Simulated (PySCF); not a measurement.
The second ionisation energy along the 3d series

All values are computed (PySCF 2.14, energy differences of UHF-based or UKS calculations, no spin-orbit coupling). Values in eV. The last column holds reference values (NIST; (s) semi-empirical, (t) theoretical, else measured). Unmarked ones compare directly (S terms, centres of terms, or small fine structure); those marked * lie between the lowest fine-structure levels and include a spin-orbit shift.

```tsv
element	configurations	PBE	r2SCAN	MP2 (valence)	MP2 (valence and next inner shell)	SCS-MP2 (valence and next inner shell)	MP2 (all electrons)	reference
Sc (aug-cc-pwCVTZ-DK, spin-free X2C)	[Ar] 3d1 4s1 → [Ar] 3d1	13.123	n/a	12.316	12.782	12.642	12.789	12.800 *
Ti (aug-cc-pwCVTZ-DK, spin-free X2C)	[Ar] 3d2 4s1 → [Ar] 3d2	14.018	13.832	13.126	13.565	13.384	13.569	13.575 *
V (aug-cc-pwCVTZ-DK, spin-free X2C)	[Ar] 3d4 → [Ar] 3d3	15.338	14.819	13.952	14.767	14.183	14.786	14.634 ± 0.007 *
Cr (aug-cc-pwCVTZ-DK, spin-free X2C)	[Ar] 3d5 → [Ar] 3d4	17.158	16.857	16.010	16.741	16.041	16.757	16.486 *
Mn (aug-cc-pwCVTZ-DK, spin-free X2C)	[Ar] 3d5 4s1 → [Ar] 3d5	16.289	16.151	15.321	15.664	15.359	15.663	15.640
Fe (aug-cc-pwCVTZ-DK, spin-free X2C)	[Ar] 3d6 4s1 → [Ar] 3d6	16.847	16.695	15.922	16.208	15.941	16.207	16.199 *
Cu (aug-cc-pwCVTZ-DK, spin-free X2C)	[Ar] 3d10 → [Ar] 3d9	20.939	20.342	20.877	21.549	20.961	21.563	20.292 *
Zn (aug-cc-pwCVTZ-DK, spin-free X2C)	[Ar] 3d10 4s1 → [Ar] 3d10	18.727	18.537	17.914	18.007	17.801	18.004	17.964
```

Fill in the row of Co (aug-cc-pwCVTZ-DK, spin-free X2C) ([Ar] 3d8 → [Ar] 3d7).

PBE 17.881; r2SCAN 17.362; MP2 (valence) 17.016; MP2 (valence and next inner shell) 17.693; SCS-MP2 (valence and next inner shell) 17.398; MP2 (all electrons) 17.706; reference 17.084 * (eV).

"Valence" correlates the outer s and p shells and, in groups 3 to 12 and the f block, the outer d or f shell, open or full, or the next shell where the ion has no valence electron left; the wider scheme adds the next inner shell.
